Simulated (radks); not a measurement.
Ionisation of the gallium ion Ga3+, [Ar] 3d10, to [Ar] 3d9 as the strength of local exchange is varied. All-electron calculation, Dirac Kohn-Sham, Slater X-alpha exchange (alpha = 2/3 is LDA exchange), no correlation, spin-unpolarised, spherical densities, finite nucleus; Fermi nuclear charge, rms radius 3.9973 fm. Program: a radial shooting solver on a logarithmic mesh with Libxc functionals.

| alpha | E(Ga3+) (hartree) | exchange (hartree) | IE (eV) | -e of the level emptied (eV) | <r> of it (bohr) |
|---|---|---|---|---|---|
| 0.604 | -1929.90266 | -62.49073 | 60.346 | 49.003 (3d5/2) | 0.8017 |
| 0.625 | -1932.07660 | -64.73798 | 61.013 | 49.613 (3d5/2) | 0.7985 |
| 0.667 | -1936.43200 | -69.24739 | 62.360 | 50.847 (3d5/2) | 0.7923 |
| 0.669 | -1936.63965 | -69.46262 | 62.425 | 50.907 (3d5/2) | 0.7921 |
| 0.723 | -1942.25477 | -75.29085 | 64.187 | 52.525 (3d5/2) | 0.7843 |
| 0.897 | -1960.46023 | -94.29332 | 70.079 | 57.966 (3d5/2) | 0.7607 |
| 0.9 | -1960.77562 | -94.62392 | 70.183 | 58.062 (3d5/2) | 0.7603 |
| 1.04 | -1975.55014 | -110.16360 | 75.163 | 62.691 (3d5/2) | 0.7428 |

NIST Atomic Spectra Database: 63.24 eV (measured). The Delta-SCF value meets it near alpha = 0.69. Spin polarisation and multiplet splitting are left out, so open shells lie too high by an amount that depends on their filling. Sharing an open shell by 2j + 1 raises it above the true ground level by a part of the spin-orbit splitting, which enters the differences from NIST.

Beside tabulated values, note that spin-unpolarised runs miss the spin-polarisation part of the exchange energy of open shells.
